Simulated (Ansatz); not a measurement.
Isolated molecules relaxed with PBE0-D4/def2-TZVP in Ansatz; ΔE leaves out vibrations. CBS: MP2 limit from def2 TZ/QZ plus the TZ coupled-cluster correction, frozen cores. This one scheme is used for every species. DFT in def2-TZVPP. One conformer a species, not always the lowest.

Reaction (substitution at a C–C bond): `CC(O)([SiH3])Cl` + H–F → `OC(F)([SiH3])Cl` + CH₄

`CC(O)([SiH3])Cl`:

```xyz
12

C     0.716    1.222   -0.526
C    -0.108    0.327    0.362
O     0.516    0.272    1.599
Si   -0.474   -1.400   -0.365
Cl   -1.780    1.090    0.549
H     0.243    1.346   -1.500
H     1.706    0.780   -0.661
H     0.831    2.202   -0.058
H     0.019   -0.310    2.184
H    -1.210   -2.163    0.676
H     0.817   -2.081   -0.653
H    -1.276   -1.287   -1.606
```

H–F:

Cartesian coordinates in Å:
```
F -0.421 0.181 -0.037
H 0.421 -0.181 0.037
```

`OC(F)([SiH3])Cl`:

Z-matrix (Å, degrees):
```
C
F 1 1.371
Si 1 1.920 2 110.9
O 1 1.351 2 110.1 3 -123.5
Cl 1 1.817 2 105.2 3 116.9
H 3 1.483 1 107.9 2 -63.9
H 3 1.480 1 107.8 2 176.0
H 3 1.480 1 107.1 2 55.8
H 4 0.967 1 109.6 2 -61.2
```

CH₄:

Z-matrix (Å, degrees):
```
C
H 1 1.090
H 1 1.090 2 109.5
H 1 1.090 2 109.5 3 -120.0
H 1 1.090 2 109.5 3 120.0
```

```json
{"level": "CAM-B3LYP-D4", "ΔE (kJ/mol)": "3.0"}
{"level": "ωB97X-V", "ΔE (kJ/mol)": "6.1"}
{"level": "MP2/def2-QZVPP", "ΔE (kJ/mol)": "33.0"}
{"level": "HF/CBS(def2)", "ΔE (kJ/mol)": "-2.1"}
```

(1) What does CCSD(T)/CBS give? (Estimate.)

(2) What do rigid-rotor, harmonic-oscillator terms from PBE0-D4/def2-TZVP frequencies (298.15 K, 1 bar) make of the CCSD(T)/CBS value? (An estimate is asked.)

Largest T1 diagnostic among the species: 0.012.

Answers

(1) Computed: +25.4 kJ/mol. The listed levels differ from it by -22.4, -19.3, 7.6, -27.5 kJ/mol.

(2) The calculation gave: ΔZPE = -2.0 kJ/mol, ΔH = +23.0 kJ/mol, ΔS = 4 J/(mol·K), ΔG = +21.9 kJ/mol.

From PBE to PBE0 (25 % exact exchange), in def2-TZVPP and without D4, ΔE moves by +6.2 kJ/mol. Leaving LDA and LC-ωPBE aside and taking each functional with its dispersion term where it has one, the values, not all of them listed here, spread over 16.4 kJ/mol, from CAM-B3LYP-D4 to PBE-QIDH. LDA lies +7.0 kJ/mol from PBE without D4. The D4 term adds +9.6 kJ/mol with B3LYP and +5.3 kJ/mol with PBE0; it sums over pairs of atoms, weighted by their polarisabilities, and B3LYP, whose exchange is more repulsive, gets the larger term.

CCSD(T)/CBS has its own doubt, a few kJ/mol and more with outer-core shells, so smaller differences from it don't rank the levels.

B3LYP here is the variant with VWN-RPA as its local correlation; programs differ in this.
